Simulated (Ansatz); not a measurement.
Geometry optimisation, Ansatz 0.2.0, RKS B3LYP-D4/6-31G*.

Input file:

```yaml
crystal:
  periodic: [false, false, false]
  atoms:
    - { symbol: B, position_ang: [0.0, 0.0, 0.0] }
    - { symbol: F, position_ang: [0.0, 0.0, 1.67] }
    - { symbol: O, position_ang: [1.2211, 0.0, -0.705] }
    - { symbol: H, position_ang: [1.5209, -0.9519, -0.8599] }
    - { symbol: O, position_ang: [-1.2211, 0.0, -0.705] }
    - { symbol: H, position_ang: [-1.7308, -0.8467, -0.4965] }
    - { symbol: S, position_ang: [0.0982, 2.076, 0.6906] }
    - { symbol: H, position_ang: [0.6507, 2.1151, 1.9763] }
    - { symbol: H, position_ang: [0.0504, 1.0663, 1.6601] }
basis:
  gaussian: { orbitals: "6-31G*" }
hamiltonian:
  xc: b3lyp
  dispersion: d4
relax:
  f_tol: 0.15
  max_steps: 25
  restrain:
    - { distance: [0, 6], at: 3.09, k: 30.0 }
    - { distance: [8, 1], at: 2.12, k: 30.0 }
    - { distance: [0, 1], at: 1.32, k: 30.0 }
    - { distance: [8, 6], at: 1.4, k: 30.0 }
```

Command:

```bash
$ ansatz run input.yaml --threads 2 --pin off --max-ram 3072MiB --backend cpu --events-out ev --progress --plain --runs-dir out
```

Problem. Where does it end, and by what steps?

Solution. The forces met the threshold. The restraints hold the end off the free minimum. After 12 steps the energy has fallen by 5.226 eV (the restraints' own energy left out); F2 moved furthest, 1.04 Å.

| step | energy less start (eV) | largest force component (eV/Å) | accepted |
| --- | --- | --- | --- |
| 0 | 0.0000 | 6.880 | yes |
| 1 | -1.3281 | 3.011 | yes |
| 2 | -2.0821 | 2.835 | yes |
| 3 | -2.6484 | 2.373 | yes |
| 4 | -3.7343 | 1.982 | yes |
| 5 | -4.4672 | 1.827 | yes |
| 6 | -4.7492 | 1.394 | yes |
| 7 | -4.7631 | 2.110 | yes |
| 8 | -4.9175 | 0.782 | yes |
| 9 | -5.0148 | 0.843 | yes |
| 10 | -5.1448 | 0.951 | yes |
| 11 | -5.2180 | 0.775 | yes |
| 12 | -5.2256 | 0.762 | yes |

```xyz
9
Properties=species:S:1:pos:R:3
B -0.027 -0.486 -0.222
F -0.026 -0.846 1.071
O 1.122 -0.514 -0.940
H 1.883 -0.757 -0.391
O -1.197 -0.154 -0.831
H -1.935 -0.188 -0.208
S -0.019 2.333 1.062
H 0.854 2.912 1.910
H -0.066 1.158 1.780
```

The run took 28 s on 2 threads of Arm Neoverse V2, with other jobs on the host, peak memory 0.17 GiB.
